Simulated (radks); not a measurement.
Problem. Numerical settings for neutral cadmium, [Kr] 4d10 5s2. Calculated with a radial shooting solver on a logarithmic mesh with Libxc functionals: Dirac Kohn-Sham, LDA (Slater exchange, Perdew-Wang correlation), spin-unpolarised, spherical densities, point nucleus. The defaults (mesh step 0.008 in ln r, mesh end at 40 bohr or more with all orbitals vanishing there, Anderson mixing 0.5 over 9 steps, residual threshold near 1e-9 with the energy settled to 1e-9 hartree or 1e-11 of itself, here a cap of 71 iterations) give E = -5590.9903 hartree and 5s1/2 at -5.955 eV in 16 iterations. Run on one thread of a shared host, so times are rough (Arm Neoverse N1): 0.19 s of CPU time, 0.19 s wall, 16 iterations on 2725 mesh points. One setting is changed at a time: mesh step in ln r 0.012; mesh step in ln r 0.02; mesh step in ln r 0.08; mesh end (bohr) 1; mesh end (bohr) 2; residual threshold 1e-05; residual threshold 0.1; mixing 2.5; linear mixing, mixing 0.05; linear mixing, mixing 1; mixing history 2; iteration cap 5. Which runs fail to converge, and which converge to a wrong energy?

Solution. Not converged within the cap: mesh step in ln r 0.08; linear mixing, mixing 0.05; linear mixing, mixing 1; iteration cap 5. Settled on a wrong energy, with an occupied level pushed above zero by the early mesh end: mesh end (bohr) 1 (+234 hartree); mesh end (bohr) 2 (+11.9 hartree). Apart from these: no run marked as converged misses the energy by more than 1 mhartree.
